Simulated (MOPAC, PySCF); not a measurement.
CH₃B₂N, SMILES `B(N)=C=B` (C–B–N–H torsion 75°), neutral singlet in the gas phase. 

Cartesian coordinates (Å):
```xyz
7

B      2.2580    -0.1396    -0.2441
C      0.9463    -0.0576     0.0484
B     -0.3869     0.0246     0.3538
N     -1.7204     0.1067     0.6601
H      3.4022    -0.2113    -0.4989
H     -2.1509     0.9509     0.9965
H     -2.3483    -0.6737     0.5728
```
Charge 0, multiplicity 1.

All levels are single points at this geometry (PBE0-D3(BJ)/def2-TZVP); Pople sets use spherical d functions. Orbital energies aren't observables, and empty levels follow the basis.

AM1 in MOPAC gives gap (eV) = 10.02.

Q: Estimate the gap (eV) from each of these levels: PBE0-D3(BJ)/def2-TZVP in PySCF; ωB97X-D3(BJ)/def2-TZVP in PySCF; B3LYP/3-21G in PySCF; B3LYP/6-31G* in PySCF; BP86/6-31G* in PySCF; PBE/6-31G* in PySCF; SVWN5/6-31G* in PySCF; HF/3-21G in PySCF; HF/6-31G* in PySCF; HF/STO-3G in PySCF; PM3 in MOPAC; PM6 in MOPAC.

A: 
```csv
level,gap (eV)
PBE0-D3(BJ)/def2-TZVP in PySCF,5.30
ωB97X-D3(BJ)/def2-TZVP in PySCF,9.57
B3LYP/3-21G in PySCF,4.91
B3LYP/6-31G* in PySCF,4.91
BP86/6-31G* in PySCF,3.39
PBE/6-31G* in PySCF,3.38
SVWN5/6-31G* in PySCF,3.33
HF/3-21G in PySCF,11.15
HF/6-31G* in PySCF,11.20
HF/STO-3G in PySCF,12.39
PM3 in MOPAC,9.14
PM6 in MOPAC,8.80
```
